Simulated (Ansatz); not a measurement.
`OB(O)CCCCc1ccc(/N=N/c2ccccc2)cc1` with charge -1. Charge -1, multiplicity 2. Geometry PBE-D4/def2-SVP, that of the neutral singlet; atoms count from 1.

```xyz
40

O    -3.767    4.189    5.284
B    -3.966    4.262    3.922
O    -4.705    5.251    3.309
C    -3.283    3.158    3.018
C    -1.746    3.165    3.134
C    -1.030    2.071    2.332
C    -1.188    2.199    0.804
C    -0.382    1.172    0.050
C    -0.929   -0.095   -0.265
C    -0.175   -1.071   -0.916
C     1.168   -0.800   -1.270
N     2.021   -1.708   -1.930
N     1.504   -2.833   -2.207
C     2.369   -3.739   -2.863
C     3.715   -3.456   -3.199
C     4.484   -4.425   -3.845
C     3.929   -5.680   -4.165
C     2.594   -5.963   -3.833
C     1.816   -4.996   -3.184
C     1.725    0.458   -0.960
C     0.958    1.428   -0.308
H    -4.193    4.902    5.793
H    -5.086    5.905    3.922
H    -3.602    3.297    1.965
H    -3.662    2.159    3.337
H    -1.354    4.156    2.813
H    -1.465    3.064    4.204
H    -1.395    1.069    2.651
H     0.055    2.088    2.575
H    -0.872    3.219    0.497
H    -2.260    2.103    0.530
H    -1.977   -0.306    0.006
H    -0.588   -2.057   -1.173
H     4.113   -2.467   -2.933
H     5.531   -4.208   -4.108
H     4.543   -6.439   -4.674
H     2.159   -6.943   -4.082
H     0.768   -5.181   -2.906
H     2.770    0.643   -1.251
H     1.401    2.409   -0.072
```

Single mean-field runs in def2-TZVP are fitted with def2-universal-jkfit. The highest occupied level of the charge -1 doublet lies above zero (up to 0.33 eV). By energy differences its removal costs 1.03 eV (vertical, to the charge 0 singlet, at PBE0-D4/def2-TZVP); self-interaction error and the lack of diffuse functions both raise the level.

(1) Estimate the Mulliken populations of the heavy atoms from the PBE0/def2-TZVP orbitals of Ansatz.

(2) Where does the spin sit?

(3) And the Mayer bond orders between bonded heavy atoms (over 0.3)?

Results:

(1) 
```
atom  charge (e)  spin (α − β)
  O1       -0.43          0.00
  B2        0.31          0.00
  O3       -0.42          0.00
  C4       -0.33          0.00
  C5       -0.17          0.00
  C6       -0.18          0.01
  C7       -0.28         -0.02
  C8        0.26          0.16
  C9       -0.22         -0.08
 C10       -0.24          0.16
 C11        0.11         -0.02
 N12       -0.12          0.25
 N13       -0.12          0.25
 C14        0.12         -0.02
 C15       -0.25          0.15
 C16       -0.09         -0.07
 C17       -0.16          0.17
 C18       -0.09         -0.05
 C19       -0.24          0.09
 C20       -0.23          0.09
 C21       -0.22         -0.05
```
Mulliken values and Mayer orders depend strongly on the basis.

(2) Summed by element: O 0.00, B 0.00, C 0.53, N 0.50, H -0.03, of 1 unpaired in all. Largest on single atoms: N13 0.25, N12 0.25, C17 0.17.

(3) O1–B2 1.34 (1.38 Å); B2–O3 1.34 (1.38 Å); B2–C4 1.01 (1.58 Å); C4–C5 1.00 (1.54 Å); C5–C6 0.98 (1.53 Å); C6–C7 1.00 (1.54 Å); C7–C8 0.90 (1.51 Å); C8–C9 1.32 (1.42 Å); C8–C21 1.31 (1.41 Å); C9–C10 1.41 (1.39 Å); C10–C11 1.30 (1.42 Å); C11–N12 1.37 (1.41 Å); C11–C20 1.36 (1.41 Å); N12–N13 1.18 (1.27 Å); N13–C14 1.37 (1.41 Å); C14–C15 1.31 (1.42 Å); C14–C19 1.37 (1.41 Å); C15–C16 1.42 (1.40 Å); C16–C17 1.38 (1.41 Å); C17–C18 1.37 (1.40 Å); C18–C19 1.46 (1.40 Å); C20–C21 1.45 (1.40 Å).
